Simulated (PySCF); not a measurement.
1-bromo-1-fluoropropa-1,2-diene (C3H2BrF), SMILES C(=C)=C(Br)F.

The structure is a stationary point at PBE0-D3(BJ)/def2-SVP.

Two levels are set side by side: TDDFT-PBE/def2-SVPD (PySCF) and TDDFT-LC-ωPBE/def2-SVPD (PySCF). Vertical, same geometry. The lowest singlet is HOMO→LUMO 100 % with PBE and HOMO→LUMO 91 % with the other functional; states are paired by order. Differences are taken from unrounded values.

```tsv
quantity	TDDFT-PBE
lowest singlet excitation (eV)	3.90
lowest triplet excitation (TDA) (eV)	3.52
first bright state (f over 0.05) (eV)	6.44
its oscillator strength	0.29
```

Q: These are the TDDFT-PBE values. What does TDDFT-LC-ωPBE give? (An estimate is asked for; the answer gives what the named calculation found.)

A: 
```tsv
quantity	TDDFT-LC-ωPBE	TDDFT-PBE minus TDDFT-LC-ωPBE
lowest singlet excitation (eV)	4.55	-0.65
lowest triplet excitation (TDA) (eV)	4.05	-0.53
first bright state (f over 0.05) (eV)	7.18	-0.73
its oscillator strength	0.11	0.18
```

Functionals without exact exchange tend to place singlet excitations lower, as here. Differences between two approximate levels are no errors against the true value.

Rough cost on one machine, each run with all the roots and properties that it gave: TDDFT-LC-ωPBE against TDDFT-PBE about 5 times.
